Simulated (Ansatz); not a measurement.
C2H5NSi (`C#C[SiH2]N`). The species carries charge 0 and has multiplicity 1.

```xyz
9

C    -0.9427   -2.0705   -0.8288
C    -0.3391   -1.1900   -0.2650
Si    0.5680    0.1646    0.5801
N     0.1772    1.7471    0.0547
H    -1.4743   -2.8500   -1.3250
H     2.0111   -0.0617    0.3297
H     0.2453    0.0642    2.0230
H    -0.7204    2.1408    0.2884
H     0.4749    2.0556   -0.8571
```

Q: List the harmonic frequencies (cm⁻¹, unscaled) at PBE0-D4/def2-TZVP in Ansatz. (Best estimate.)

A: The calculation gave: 144, 173, 241, 355, 430, 556, 616, 723, 733, 770, 861, 904, 917, 929, 1585, 2155, 2246, 2247, 3464, 3601, 3693.

Q: Is this a minimum?

A: Yes, all 21 modes are real.

Q: Give the ideal-gas thermochemistry at 298.15 K and 1 bar (rigid rotor, harmonic oscillator; point group Cs, symmetry number 1).

A: Zero-point energy 163.6 kJ/mol; H(298) − E = 182.0 kJ/mol; entropy 314.2 J/(mol·K), of which translation 162.0, rotation 105.1, vibration 47.0; G(298) − E = 88.3 kJ/mol.

Q: And at 400, 500, 600, 800 and 1000 K?

A: 
```tsv
T (K)	H − E (kJ/mol)	S (J/mol/K)	G − E (kJ/mol)
400	192.7	344.9	54.7
500	204.7	371.7	18.9
600	217.8	395.6	-19.5
800	246.6	436.9	-102.9
1000	278.0	471.9	-193.9
```

Q: Rotational constants (cm⁻¹)?

A: 0.5804, 0.1074, 0.09512.
